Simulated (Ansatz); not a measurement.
Ansatz (a program for electronic structure) input (B3LYP/6-31G*):

Ansatz 0.2 input:
```yaml
crystal:
  periodic: [false, false, false]
  atoms:
    - {symbol: N, position_ang: [-1.16338322, 0.10150332, 0.11035962]}
    - {symbol: C, position_ang: [0.14297794, 0.27546106, -0.02643793]}
    - {symbol: O, position_ang: [1.04507650, -0.59647486, -0.07654297]}
    - {symbol: H, position_ang: [-1.57576568, 1.04569945, 0.10886813]}
    - {symbol: H, position_ang: [0.50096862, 1.36280975, -0.11041418]}
basis:
  gaussian:
    orbitals: 6-31G*
hamiltonian:
  xc: {name: B3LYP}
total_charge: -1
phonons: {temperatures: {t_min: 298.15, t_max: 298.15, t_step: 100}}
```

Output:

```
WARN ansatz: RAYON_NUM_THREADS=1 ignored (pool sized by the plan → 1); use --threads N
Functional definition: B3LYP
integrals: 0.01 GiB planned
527 factors; integrals over basis functions are off by at most 5.2e-4 eV
mean field: 0.11 GiB planned
mean field evaluation 1: about -4604.2079 eV, gradient 3.2e1 eV
mean field evaluation 2: about -4599.7702 eV, gradient 5.6e1 eV
mean field evaluation 4: about -4606.1677 eV, gradient 4.0e0 eV
mean field evaluation 8: about -4606.1949 eV, gradient 1.1e-2 eV
mean field -4606.19490059 eV, -169.2745404056 hartree, gradient 1.0e-5 eV, S^2 0.000000; 0 other end points of the search recorded, 0 dependent functions left out
the calculation of the forces begins
reference -4606.19505106 eV, -169.2745459352 hartree; 12, 12 occupied and 37, 37 virtual orbitals, 527 factors
these checks for a lower state are left out or cut short: stability, starts, cluster_reference, orbital_swaps, neighbouring_geometries, increment
integrals: 0.01 GiB planned
527 factors; integrals over basis functions are off by at most 5.2e-4 eV
mean field: 0.11 GiB planned
mean field evaluation 16: about -4606.1958 eV, gradient 1.7e-1 eV
mean field -4606.19471731 eV, -169.2745336701 hartree, gradient 1.6e-6 eV, S^2 0.000000; 0 other end points of the search recorded, 0 dependent functions left out
the calculation of the forces begins
reference -4606.19486772 eV, -169.2745391976 hartree; 12, 12 occupied and 37, 37 virtual orbitals, 527 factors
these checks for a lower state are left out or cut short: stability, starts, cluster_reference, orbital_swaps, neighbouring_geometries, increment
integrals: 0.01 GiB planned
527 factors; integrals over basis functions are off by at most 5.2e-4 eV
mean field: 0.11 GiB planned
mean field -4606.19471843 eV, -169.2745337114 hartree, gradient 1.2e-6 eV, S^2 0.000000; 0 other end points of the search recorded, 0 dependent functions left out
the calculation of the forces begins
reference -4606.19486896 eV, -169.2745392431 hartree; 12, 12 occupied and 37, 37 virtual orbitals, 527 factors
these checks for a lower state are left out or cut short: stability, starts, cluster_reference, orbital_swaps, neighbouring_geometries, increment
integrals: 0.01 GiB planned
527 factors; integrals over basis functions are off by at most 5.2e-4 eV
mean field: 0.11 GiB planned
mean field evaluation 32: about -4606.1948 eV, gradient 6.5e-5 eV
mean field -4606.19482906 eV, -169.2745377768 hartree, gradient 1.5e-6 eV, S^2 0.000000; 0 other end points of the search recorded, 0 dependent functions left out
the calculation of the forces begins
reference -4606.19497963 eV, -169.2745433104 hartree; 12, 12 occupied and 37, 37 virtual orbitals, 527 factors
these checks for a lower state are left out or cut short: stability, starts, cluster_reference, orbital_swaps, neighbouring_geometries, increment
integrals: 0.01 GiB planned
527 factors; integrals over basis functions are off by at most 5.2e-4 eV
mean field: 0.11 GiB planned
mean field -4606.19482728 eV, -169.2745377117 hartree, gradient 1.4e-6 eV, S^2 0.000000; 0 other end points of the search recorded, 0 dependent functions left out
the calculation of the forces begins
reference -4606.19497764 eV, -169.2745432373 hartree; 12, 12 occupied and 37, 37 virtual orbitals, 527 factors
these checks for a lower state are left out or cut short: stability, starts, cluster_reference, orbital_swaps, neighbouring_geometries, increment
integrals: 0.01 GiB planned
527 factors; integrals over basis functions are off by at most 5.2e-4 eV
mean field: 0.11 GiB planned
mean field -4606.19463418 eV, -169.2745306152 hartree, gradient 2.5e-6 eV, S^2 0.000000; 0 other end points of the search recorded, 0 dependent functions left out
the calculation of the forces begins
reference -4606.19478472 eV, -169.2745361473 hartree; 12, 12 occupied and 37, 37 virtual orbitals, 527 factors
these checks for a lower state are left out or cut short: stability, starts, cluster_reference, orbital_swaps, neighbouring_geometries, increment
integrals: 0.01 GiB planned
527 factors; integrals over basis functions are off by at most 5.2e-4 eV
mean field: 0.11 GiB planned
mean field -4606.19463316 eV, -169.2745305778 hartree, gradient 9.3e-7 eV, S^2 0.000000; 0 other end points of the search recorded, 0 dependent functions left out
the calculation of the forces begins
reference -4606.19478356 eV, -169.2745361049 hartree; 12, 12 occupied and 37, 37 virtual orbitals, 527 factors
these checks for a lower state are left out or cut short: stability, starts, cluster_reference, orbital_swaps, neighbouring_geometries, increment
integrals: 0.01 GiB planned
527 factors; integrals over basis functions are off by at most 5.2e-4 eV
mean field: 0.11 GiB planned
[...]
527 factors; integrals over basis functions are off by at most 5.2e-4 eV
mean field: 0.11 GiB planned
mean field evaluation 64: about -4606.1948 eV, gradient 1.2e-4 eV
mean field -4606.19477399 eV, -169.2745357533 hartree, gradient 1.7e-6 eV, S^2 0.000000; 0 other end points of the search recorded, 0 dependent functions left out
the calculation of the forces begins
reference -4606.19492454 eV, -169.2745412857 hartree; 12, 12 occupied and 37, 37 virtual orbitals, 527 factors
these checks for a lower state are left out or cut short: stability, starts, cluster_reference, orbital_swaps, neighbouring_geometries, increment
integrals: 0.01 GiB planned
527 factors; integrals over basis functions are off by at most 5.2e-4 eV
mean field: 0.11 GiB planned
mean field -4606.19478210 eV, -169.2745360512 hartree, gradient 1.6e-6 eV, S^2 0.000000; 0 other end points of the search recorded, 0 dependent functions left out
the calculation of the forces begins
reference -4606.19493255 eV, -169.2745415803 hartree; 12, 12 occupied and 37, 37 virtual orbitals, 527 factors
these checks for a lower state are left out or cut short: stability, starts, cluster_reference, orbital_swaps, neighbouring_geometries, increment
integrals: 0.01 GiB planned
527 factors; integrals over basis functions are off by at most 5.2e-4 eV
mean field: 0.11 GiB planned
mean field -4606.19478096 eV, -169.2745360093 hartree, gradient 1.4e-6 eV, S^2 0.000000; 0 other end points of the search recorded, 0 dependent functions left out
the calculation of the forces begins
reference -4606.19493144 eV, -169.2745415394 hartree; 12, 12 occupied and 37, 37 virtual orbitals, 527 factors
these checks for a lower state are left out or cut short: stability, starts, cluster_reference, orbital_swaps, neighbouring_geometries, increment
integrals: 0.01 GiB planned
527 factors; integrals over basis functions are off by at most 5.2e-4 eV
mean field: 0.11 GiB planned
mean field -4606.19483896 eV, -169.2745381406 hartree, gradient 1.1e-6 eV, S^2 0.000000; 0 other end points of the search recorded, 0 dependent functions left out
the calculation of the forces begins
reference -4606.19498945 eV, -169.2745436712 hartree; 12, 12 occupied and 37, 37 virtual orbitals, 527 factors
these checks for a lower state are left out or cut short: stability, starts, cluster_reference, orbital_swaps, neighbouring_geometries, increment
integrals: 0.01 GiB planned
527 factors; integrals over basis functions are off by at most 5.2e-4 eV
mean field: 0.11 GiB planned
mean field -4606.19483942 eV, -169.2745381576 hartree, gradient 1.7e-6 eV, S^2 0.000000; 0 other end points of the search recorded, 0 dependent functions left out
the calculation of the forces begins
reference -4606.19498986 eV, -169.2745436862 hartree; 12, 12 occupied and 37, 37 virtual orbitals, 527 factors
these checks for a lower state are left out or cut short: stability, starts, cluster_reference, orbital_swaps, neighbouring_geometries, increment
integrals: 0.01 GiB planned
527 factors; integrals over basis functions are off by at most 5.2e-4 eV
mean field: 0.11 GiB planned
mean field evaluation 96: about -4606.1949 eV, gradient 1.4e-5 eV
mean field -4606.19486737 eV, -169.2745391850 hartree, gradient 1.4e-6 eV, S^2 0.000000; 0 other end points of the search recorded, 0 dependent functions left out
the calculation of the forces begins
reference -4606.19501783 eV, -169.2745447140 hartree; 12, 12 occupied and 37, 37 virtual orbitals, 527 factors
these checks for a lower state are left out or cut short: stability, starts, cluster_reference, orbital_swaps, neighbouring_geometries, increment
integrals: 0.01 GiB planned
527 factors; integrals over basis functions are off by at most 5.2e-4 eV
mean field: 0.11 GiB planned
mean field -4606.19486304 eV, -169.2745390259 hartree, gradient 2.3e-6 eV, S^2 0.000000; 0 other end points of the search recorded, 0 dependent functions left out
the calculation of the forces begins
reference -4606.19501353 eV, -169.2745445561 hartree; 12, 12 occupied and 37, 37 virtual orbitals, 527 factors
these checks for a lower state are left out or cut short: stability, starts, cluster_reference, orbital_swaps, neighbouring_geometries, increment
integrals: 0.01 GiB planned
527 factors; integrals over basis functions are off by at most 5.2e-4 eV
mean field: 0.11 GiB planned
mean field -4606.19484642 eV, -169.2745384149 hartree, gradient 2.5e-6 eV, S^2 0.000000; 0 other end points of the search recorded, 0 dependent functions left out
the calculation of the forces begins
reference -4606.19499683 eV, -169.2745439424 hartree; 12, 12 occupied and 37, 37 virtual orbitals, 527 factors
these checks for a lower state are left out or cut short: stability, starts, cluster_reference, orbital_swaps, neighbouring_geometries, increment
integrals: 0.01 GiB planned
527 factors; integrals over basis functions are off by at most 5.2e-4 eV
mean field: 0.11 GiB planned
mean field -4606.19484900 eV, -169.2745385096 hartree, gradient 1.2e-6 eV, S^2 0.000000; 0 other end points of the search recorded, 0 dependent functions left out
the calculation of the forces begins
reference -4606.19499952 eV, -169.2745440413 hartree; 12, 12 occupied and 37, 37 virtual orbitals, 527 factors
these checks for a lower state are left out or cut short: stability, starts, cluster_reference, orbital_swaps, neighbouring_geometries, increment
integrals: 0.01 GiB planned
527 factors; integrals over basis functions are off by at most 5.2e-4 eV
mean field: 0.11 GiB planned
mean field -4606.19487036 eV, -169.2745392946 hartree, gradient 1.9e-6 eV, S^2 0.000000; 0 other end points of the search recorded, 0 dependent functions left out
the calculation of the forces begins
reference -4606.19502085 eV, -169.2745448249 hartree; 12, 12 occupied and 37, 37 virtual orbitals, 527 factors
these checks for a lower state are left out or cut short: stability, starts, cluster_reference, orbital_swaps, neighbouring_geometries, increment
integrals: 0.01 GiB planned
527 factors; integrals over basis functions are off by at most 5.2e-4 eV
mean field: 0.11 GiB planned
mean field evaluation 128: about -4606.1949 eV, gradient 5.0e-2 eV
mean field -4606.19487579 eV, -169.2745394943 hartree, gradient 1.3e-6 eV, S^2 0.000000; 0 other end points of the search recorded, 0 dependent functions left out
the calculation of the forces begins
reference -4606.19502624 eV, -169.2745450232 hartree; 12, 12 occupied and 37, 37 virtual orbitals, 527 factors
these checks for a lower state are left out or cut short: stability, starts, cluster_reference, orbital_swaps, neighbouring_geometries, increment
integrals: 0.01 GiB planned
527 factors; integrals over basis functions are off by at most 5.2e-4 eV
mean field: 0.11 GiB planned
mean field -4606.19486643 eV, -169.2745391503 hartree, gradient 2.5e-6 eV, S^2 0.000000; 0 other end points of the search recorded, 0 dependent functions left out
the calculation of the forces begins
reference -4606.19501689 eV, -169.2745446797 hartree; 12, 12 occupied and 37, 37 virtual orbitals, 527 factors
these checks for a lower state are left out or cut short: stability, starts, cluster_reference, orbital_swaps, neighbouring_geometries, increment
integrals: 0.01 GiB planned
527 factors; integrals over basis functions are off by at most 5.2e-4 eV
mean field: 0.11 GiB planned
mean field -4606.19486478 eV, -169.2745390898 hartree, gradient 1.7e-6 eV, S^2 0.000000; 0 other end points of the search recorded, 0 dependent functions left out
the calculation of the forces begins
reference -4606.19501526 eV, -169.2745446195 hartree; 12, 12 occupied and 37, 37 virtual orbitals, 527 factors
Total energy: -4606.19505106 eV, -169.2745459352 hartree
Atom 0 at    -1.163383     0.101503     0.110360 Å, force     0.000132    -0.000461     0.000008 eV/Å
Atom 1 at     0.142978     0.275461    -0.026438 Å, force     0.000014     0.000144    -0.000008 eV/Å
Atom 2 at     1.045076    -0.596475    -0.076543 Å, force     0.000081     0.000148    -0.000015 eV/Å
Atom 3 at    -1.575766     1.045699     0.108868 Å, force     0.000852     0.000677    -0.000114 eV/Å
Atom 4 at     0.500969     1.362810    -0.110414 Å, force    -0.001079    -0.000507     0.000129 eV/Å
Dipole moment:    -0.006081     0.445153    -0.019304 e Å
Vibrations: 690.46 752.41 1032.53 1194.30 1389.17 1427.03 1746.45 2493.10 3309.69 cm⁻¹, zero-point energy 0.870067 eV
```

The blocks after the first are displaced geometries, from whose forces the wavenumbers follow.

The dipole moment of an ion depends on the origin.
